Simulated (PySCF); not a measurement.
Species: C3H6O4Si.
Atom-mapped SMILES: `[CH3:1][O:2][C:3](=[O:4])[C:5](=[O:6])[O:7][SiH3:8]` (hydrogens: H9, H10, H11 on C1; H12, H13, H14 on Si8)

Structure used (GFN2-xTB), in Å, numbered top down from 1:
```
atom  x, y, z in Å
C1     3.0688   -0.1064    0.4424
O2     1.7284    0.2413    0.7786
C3     0.7779   -0.1107   -0.0713
O4     0.9356   -0.7274   -1.0904
C5    -0.5928    0.3947    0.4187
O6    -0.7318    1.4093    1.0450
O7    -1.5688   -0.3910    0.0467
Si8   -3.1826   -0.0711    0.3559
H9     3.0861   -1.0328   -0.1347
H10    3.6051   -0.2227    1.3812
H11    3.5147    0.6963   -0.1477
H12   -3.7437   -1.2041   -0.3618
H13   -3.5139    1.2327   -0.2046
H14   -3.3835   -0.1086    1.7999
```

Computed, not measured: PySCF, TDDFT B3LYP/def2-SVPD, vertical, gas phase, core orbitals frozen in the response.

Kohn–Sham orbitals with the atoms that hold most of them (Löwdin shares over 4%, at most four atoms; ? is withheld):

```
orbital  ε (eV)                               atoms
 LUMO+2    0.29      Si8 37%, C1 11%, C3 8%, H14 7%
 LUMO+1   -0.40  Si8 43%, H14 12%, H13 12%, H12 11%
   LUMO   -1.96                                   ?
   HOMO       ?                                   ?
 HOMO-1   -9.04       O2 42%, O4 28%, C1 10%, C3 7%
 HOMO-2   -9.32     O6 28%, O7 26%, O4 12%, Si8 11%
 HOMO-3   -9.37      O6 28%, O7 20%, O4 19%, Si8 7%
```

**Question.** Give the leading atoms of the HOMO.

**Answer.** O4 (bonded to C) 37%; O6 (bonded to C) 35%; C5 (bonded to C and 2 O) 7%; C3 (bonded to C and 2 O) 7%. By element: oxygen 72% or more, carbon 14% or more.

**Question.** Give the leading atoms of the LUMO.

**Answer.** C5 (bonded to C and 2 O) 22%; O6 (bonded to C) 20%; C3 (bonded to C and 2 O) 20%; O4 (bonded to C) 18%. By element: carbon 42% or more, oxygen 37% or more.

**Question.** What is the HOMO energy, and the HOMO–LUMO gap?

**Answer.** ε(HOMO) = -7.89 eV; the gap is 5.93 eV (0.2179 hartree).

**Question.** The HOMO–LUMO gap is 5.93 eV. Where does the response calculation put the lowest singlet, and from which orbitals?

**Answer.** S1 is at 4.37 eV (f = 0.0002), 1.56 eV below the gap, made of HOMO→LUMO (98%). 

**Question.** Give energy, strength and leading configuration of S1 and S3, and follow the Löwdin shares of the leading atoms from the occupied to the empty orbital.

**Answer.** 
- S1 (4.37 eV, f 0.0002), HOMO→LUMO (98%): O4 37% → 18%, O6 35% → 20%, C5 7% → 22%
- S3 (6.49 eV, f 0.038), HOMO-1→LUMO (81%): O2 42% → at most 18%, O4 28% → 18%, C5 at most 7% → 22%, O6 at most 7% → 20%

Löwdin shares depend on the basis, the more so with diffuse functions.

One conformer stands for the species.
